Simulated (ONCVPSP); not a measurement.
# Before and after: ONCV potential for gold (Au)

gold, optimised norm-conserving Vanderbilt (ONCV), made with ONCVPSP 4.0.1 (PBE, fully relativistic). Core [Kr] 4d10 4f14, reference 5s2 5p6 5d10 (charge +1). Waves: 5s: rc 1.05 bohr, ncon 4, nbas 8, qcut 6.4 1/bohr, 2 projectors, debl 1.5 Ha; 5p: rc 1.65 bohr, ncon 4, nbas 8, qcut 8.1 1/bohr, 2 projectors, debl 4 Ha; 5d: rc 2.10 bohr, ncon 5, nbas 9, qcut 6.1 1/bohr, 2 projectors, debl 3.8 Ha. Local part: polynomial inside 0.85 bohr (lpopt 5, dvloc0 -1 Ha). Core correction: Teter function fitted to the true core (icmod 2), fcfact 0.6.

Open shells are filled in proportion to 2j + 1.

In the s channel the program set the typed energies aside and used -4.285, 0.250 Ha.

Change: all radii but the core radius scaled by about 1.22 (s 1.28, p 2.00, d 2.56 bohr); local potential polynomial inside 1.04 bohr (lpopt 5, dvloc0 -1 Ha).

Cutoffs: the cutoffs (Ha) at which the residual kinetic energy of the hardest occupied pseudo-wave falls to 1 and 0.1 mHa per electron; they do not see the model core or the augmentation charge, which bear on the density cutoff. Errors are all-electron minus pseudo energies relative to the spin-unpolarised reference configuration.

**Question.** How do hardness, ghosts and transferability respond?

**Answer.** The potential gets softer (151 Ha and 176 Ha → 88 Ha and 111 Ha); the bound ghost in d, s disappears; of the 4 tests that both files solve, the error grows in 3 and shrinks in 0 by more than 15 % and 0.3 meV (median size 1.9 → 7.8 meV). A larger radius leaves more room for a smooth pseudo-wave, so fewer plane waves are needed. More of the atom is replaced by a form fitted at one configuration, so other configurations suffer.

```csv
quantity,base,changed
"cutoff, loose",151 Ha,88 Ha
"cutoff, tight",176 Ha,111 Ha
loose cutoff by channel,"s 151 Ha, p 18 Ha, d 17 Ha","s 88 Ha, p 19 Ha, d 15 Ha"
bound ghosts,"d5/2, s",none
GHOST(+) flags under 300 eV,"d3/2 at 132.4 eV, p3/2 at 161.3 eV, p1/2 at 214.2 eV",s at 120.5 eV
"error for 5s2 5p6 5d10 6s1, meV [ΔE -9.43 eV]",+0.3,+0.3
"error for 5s2 5p6 5d9, meV [ΔE 21.23 eV]",+2.6,+13
"error for 5s2 5p6 5d8, meV [ΔE 55.11 eV]",+18,+85
"error for 5s2 5p6 5d10 6p1, meV [ΔE -4.23 eV]",+1.1,+2.7
"rms error of d²Exc/dni dnj with the model core, mHa",4.34,3.67
```

 A true bound ghost makes a file unfit for plane-wave use even where its test errors are small: the radial tests pick states by their node count and pass the ghost by.
